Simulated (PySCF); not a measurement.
**BMe3: computed shieldings and shifts**

BMe3, C3H9B, point group C1.

Geometry (Å), atoms numbered from 1 in this order:
```xyz
13

B     0.0030   -0.0040   -0.0099
C     1.5763   -0.0563   -0.0291
H     1.9520    0.4316    0.8896
H     1.9717    0.5596   -0.8559
H     2.0194   -1.0612   -0.0898
C    -0.7386    1.3846   -0.0032
H    -1.3716    1.4519    0.9005
H    -1.4500    1.4303   -0.8473
H    -0.0902    2.2723   -0.0417
C    -0.8299   -1.3398    0.0227
H    -1.9228   -1.2188    0.0530
H    -0.5192   -1.9480    0.8914
H    -0.5694   -1.9543   -0.8581
```

GIAO calculations in PySCF 2.14 on the PBE0-D3(BJ)/def2-SVP structure: isolated species, non-relativistic, equivalent atoms averaged; basis pcSseg-1.

**Question.** Give the isotropic shieldings (ppm) with B3LYP, PBE0.

**Answer.** 
```csv
atoms,environment,B3LYP,PBE0
C2/C6/C10,"carbon bonded to B, 3 H",163.5,168.1
B1,boron bonded to 3 C,7.4,11.5
H3/H4/H5/H7/H8/H9/H11/H12/H13,hydrogen on a carbon bonded to B,30.52,30.38
HOMO–LUMO gap (eV),–,7.91,8.34
```

**Question.** And the chemical shifts, against references computed in the same way?

**Answer.** 
```tsv
atoms	nucleus, reference	B3LYP	PBE0
C2/C6/C10	¹³C, TMS	15.8	16.3
B1	¹¹B, BF3·OEt2	90.5	89.2
H3/H4/H5/H7/H8/H9/H11/H12/H13	¹H, TMS	0.86	0.89
```

**Question.** Which part of the shielding of C2/C6/C10 depends on the functional?

**Answer.** Diamagnetic: B3LYP 251, PBE0 253 ppm; paramagnetic: B3LYP -88, PBE0 -85 ppm.

**Question.** What couplings does B3LYP/pcJ-1 (spin–dipole term only in couplings to heteroatoms) give?

**Answer.** ¹J(C2,H3) = 123.0, ¹J(B1,C2) = 50.3, ²J(H3,H4) = -15.4, ²J(C2,C6) = 6.2, ²J(B1,H3) = -4.6, ³J(C2,H7) = 3.2 Hz (averaged over equivalent pairs; isotopes ¹³C, ¹H, ¹¹B).
